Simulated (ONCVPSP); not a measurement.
## What the settings do to the ONCV potential of Hg

Base potential:

- Element: mercury (Hg)
- Generator: ONCVPSP 4.0.1
- Type: optimised norm-conserving Vanderbilt (ONCV)
- Functional: revPBE
- Relativity: scalar-relativistic
- Frozen core: [Xe] 4f14
- Valence charge: 12
- Reference configuration: 5d10 6s1.5 6p0.5
- Partial waves: 6s: rc 2.40 bohr, ncon 3, nbas 8, qcut 2.3 1/bohr, 2 projectors, debl 2 Ha; 6p: rc 3.50 bohr, ncon 3, nbas 6, qcut 2.2 1/bohr, 2 projectors, debl 0.5 Ha; 5d: rc 1.70 bohr, ncon 4, nbas 9, qcut 8.2 1/bohr, 2 projectors, debl 2.7 Ha; f scattering state at 0.08 Ha: rc 3.30 bohr, ncon 4, nbas 9, qcut 3.2 1/bohr, 1 projector
- Local potential: polynomial inside 1.05 bohr (lpopt 4, dvloc0 0 Ha)
- Core correction: none

Cutoffs, loose and tight: the cutoffs (Ha) at which the residual kinetic energy of the hardest occupied pseudo-wave falls to 1 and 0.1 mHa per electron. They do not see the model core or the augmentation charge, which bear on the density cutoff. Test errors are all-electron minus pseudo excitation energies from the reference, over the configurations 5d10 6s2 6p0; 5d10 6s1 6p0; 5d10 6s0 6p0; 5d10 6s1 6p1. A dash means not determined; rows that change the core or the reference have their own tests. The largest error is taken over the tests solved by every variant that gives reliable tests at all: 5d10 6s1 6p0; 5d10 6s1 6p1; 5d10 6s2 6p0.

A true bound ghost makes a file unfit for plane-wave use even where its test errors are small: the radial tests pick states by their node count and pass the ghost by.

```csv
change,outcome,"cutoff, loose","cutoff, tight",bound ghosts,GHOST(+) flags above zero,largest test error (meV)
base,generated,22 Ha,41 Ha,"s, p, f",s,-4.3
s: qcut 2.2; p: qcut 2.1; d: qcut 7.8; f: qcut 3,generated,22 Ha,43 Ha,"s, p, f",s,-4.0
s: qcut 2.7; p: qcut 2.5; d: qcut 9.5; f: qcut 3.7,generated,23 Ha,32 Ha,"s, p, f",none,-5.0
s: qcut 3; p: qcut 2.9; d: qcut 10.6; f: qcut 4.2,generated,23 Ha,28 Ha,"s, p, f",none,-4.9
s: qcut 3.3; p: qcut 3.1; d: qcut 11.6; f: qcut 4.5,generated,23 Ha,28 Ha,"s, p, f",s,-5.1
```

What comes out with this change to the base: s: qcut 2.4; p: qcut 2.3; d: qcut 8.6; f: qcut 3.4?

outcome: generated; cutoff, loose: 23 Ha; cutoff, tight: 36 Ha; bound ghosts: s, p, f; GHOST(+) flags above zero: s; largest test error (meV): -4.5.

What comes out with this change to the base: s: qcut 1.6; p: qcut 1.5; d: qcut 5.7; f: qcut 2.2?

outcome: generated; cutoff, loose: 36 Ha; cutoff, tight: 101 Ha; bound ghosts: s, p, f; GHOST(+) flags above zero: none; largest test error (meV): +2.2.

What comes out with this change to the base: s: qcut 1.9; p: qcut 1.8; d: qcut 6.7; f: qcut 2.6?

outcome: generated; cutoff, loose: 29 Ha; cutoff, tight: 47 Ha; bound ghosts: s, p, f; GHOST(+) flags above zero: s; largest test error (meV): -2.9.
